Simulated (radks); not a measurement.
Numerical settings for the palladium ion Pd2+, [Kr] 4d8. Method: Dirac Kohn-Sham, BLYP, spin-unpolarised, spherical densities, finite nucleus; open shells fill j = l - 1/2 first; Fermi nuclear charge, rms radius 4.5318 fm; computed with a radial shooting solver on a logarithmic mesh with Libxc functionals. The defaults (mesh step 0.008 in ln r, mesh end at 40 bohr or more with all orbitals vanishing there, Anderson mixing 0.5 over 9 steps, residual threshold near 1e-9 with the energy settled to 1e-9 hartree or 1e-11 of itself, here a cap of 56 iterations) give E = -5046.3324 hartree and 4d5/2 at -26.981 eV in 14 iterations. Run on one thread of a shared host, so times are rough (Intel(R) Xeon(R) 6975P-C): 0.1 s of CPU time, 0.1 s wall, 14 iterations on 2198 mesh points. Changes against that run (0 stands for a change within the tolerance of the run):

setting	iterations	converged	E (mhartree)	e(4d5/2) (meV)	CPU (s)
mesh step in ln r 0.003	18	yes	0	0	0.27
mesh step in ln r 0.2	4	no	diverged	-	0.01
mesh step in ln r 0.02	14	yes	0	0	0.04
mesh end (bohr) 8	14	yes	+0.00293	+0.242	0.09
mesh end (bohr) 5	14	yes	+4.26	+155	0.08
residual threshold 1e-13	48	yes	0	0	0.17
residual threshold 0.01	9	yes	0	-1.99	0.07
mixing 2.5	21	yes	0	0	0.11
linear mixing, mixing 0.8	23	no	diverged	-	0.25
linear mixing, mixing 1	18	no	diverged	-	0.28
mixing history 3	21	yes	0	0	0.11
iteration cap 2	2	no	+1.2e+03	-2.3e+04	0.02

Settings that end as converged yet miss the energy by more than 1 mhartree: mesh end (bohr) 5 (+0.00426 hartree). A mesh that ends early acts as a hard wall.
